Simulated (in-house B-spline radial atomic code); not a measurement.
Configurations of As⁸⁺, with energies counted from [Ar] (3d3/2)4 (3d5/2)3. Method: Dirac-Hartree-Fock, average of each configuration as written, Fermi nucleus of rms radius 4.0968 fm. Calculated with a radial B-spline atomic code at the basis-set limit. Energies include first-order Breit, QED and recoil terms.

Occupations are held fixed; configurations that lie above the ionisation limit could autoionise.

| configuration | E - E(ref) (eV) | highest orbital | its <r> (bohr) |
| --- | --- | --- | --- |
| [Ar] (3d3/2)2 (3d5/2)5 | 1.9586 | 3d5/2 | 0.5895 |
| [Ar] (3d5/2)6 (5p1/2)1 | 151.1 | 5p1/2 | 2.667 |
| [Ar] (3d3/2)2 (3d5/2)4 6s1 | 171.93 | 6s1/2 | 3.969 |
| [Ar] (3d3/2)3 (3d5/2)3 (7f7/2)1 | 194.4 | 7f7/2 | 7.254 |
| [Ne] 3s2 (3p1/2)1 (3p3/2)4 (3d3/2)1 (3d5/2)6 (5f5/2)1 | 273.06 | 5f5/2 | 3.344 |
| [Ne] 3s2 (3p1/2)2 (3p3/2)3 (3d3/2)2 (3d5/2)5 (6g9/2)1 | 288.93 | 6g9/2 | 4.874 |
| [Ne] 3s2 (3p1/2)1 (3p3/2)4 (3d3/2)2 (3d5/2)5 (7g9/2)1 | 299.01 | 7g9/2 | 7.036 |

Q: Order these further configurations by energy, lowest first.
A. [Ar] (3d5/2)6 (7p1/2)1
B. [Ne] 3s2 (3p1/2)1 (3p3/2)4 (3d3/2)1 (3d5/2)6 (4f5/2)1
C. [Ar] (3d5/2)6 5s1
D. [Ar] (3d3/2)1 (3d5/2)5 (4p1/2)1
E. [Ar] (3d3/2)4 (3d5/2)2 (6p3/2)1

A: D (98.2 eV), C (144.05 eV), E (173.07 eV), A (188.2 eV), B (247.72 eV).

Q: How far above the reference does [Ne] 3s2 (3p1/2)2 (3p3/2)3 (3d3/2)4 (3d5/2)3 (5g9/2)1 lie?

A: 270.43 eV; its least bound orbital is 5g9/2 with <r> = 3.047 bohr.

Q: How far above the reference does [Ar] (3d3/2)1 (3d5/2)5 (5g9/2)1 lie?

A: 174.51 eV; its least bound orbital is 5g9/2 with <r> = 3.047 bohr.

Q: How far above the reference does [Ar] (3d3/2)1 (3d5/2)6 lie?

A: 1.8492 eV; its least bound orbital is 3d3/2 with <r> = 0.5876 bohr.
